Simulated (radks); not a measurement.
Results of a calculation; reference values are marked as such.
How relativity changes the ionisation of neutral tantalum ([Xe] 4f14 5d3 6s2) to Ta+ ([Xe] 4f14 5d3 6s1). Spin-unpolarised spherical Kohn-Sham, PBE, point nucleus unless stated (finite: rms radius 5.3507 fm), a radial shooting solver on a logarithmic mesh with Libxc functionals. A level marked "c x" has the speed of light scaled by that factor and shares open shells by 2j + 1; other Dirac levels either fill j = l - 1/2 first or share by 2j + 1.

level                               E(Ta) (hartree)  E(Ta+) (hartree)  IE (eV)   HOMO  <r> HOMO (bohr)
non-rel.                                -14803.4826       -14803.2110    7.390     6s            3.638
scalar-rel.                             -15604.5594       -15604.2482    8.468     5d            2.257
scalar-rel., finite nucleus             -15602.2844       -15601.9733    8.465     5d            2.257
Dirac, 2j+1 shares                      -15625.8957       -15625.5843    8.472  5d5/2            2.307
Dirac, low j first                      -15625.9339       -15625.6263    8.371  5d3/2            2.219
Dirac, 2j+1 shares, finite nucleus      -15623.6004       -15623.2892    8.469  5d5/2            2.306
Dirac, c x 0.85                         -16023.2145       -16022.8811    9.074  5d5/2            2.392
Dirac, c x 2                            -14986.7715       -14986.4917    7.612  5d5/2            2.172
Dirac, c x 3                            -14883.4095       -14883.1344    7.486  5d5/2            2.151

NIST Atomic Spectra Database: 7.550 eV (measured). The relativistic part of the total energy of Ta is -820.1 hartree (Dirac, 2j+1 shares, finite nucleus), 5.5 % of the non-relativistic value. Spin polarisation and multiplet splitting of open shells are left out at every level.

Beside tabulated values, note that relativity, absent from the non-relativistic runs, is large for the heavy elements, and spin-unpolarised runs miss the spin-polarisation part of the exchange energy of open shells.
